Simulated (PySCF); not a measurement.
A structure optimised at PBE-D3(BJ)/def2-SVP, used in a PySCF frequency run:

```xyz
13

Si     1.6905    -0.6027     0.3815
C      2.4367     0.8379    -0.5775
N      0.0322    -0.8992    -0.1139
Ge    -1.4049     0.2669    -0.0167
H      2.4420    -1.8797     0.1034
H      1.8342    -0.3033     1.8586
H      2.4141     0.6393    -1.6677
H      3.4896     1.0034    -0.2694
H      1.8790     1.7773    -0.3863
H     -0.2356    -1.8857    -0.1799
H     -2.2340     0.0858     1.2902
H     -0.8096     1.6968    -0.0554
H     -2.3346     0.0306    -1.2382
```
Charge 0, spin multiplicity 1.

Question: Write its SMILES and formula.

Answer: C[SiH2][NH][GeH3], CH9GeNSi

Question: What are its rotational constants (standard atomic weights)?

Answer: 7.7853, 1.4415, 1.2957 GHz
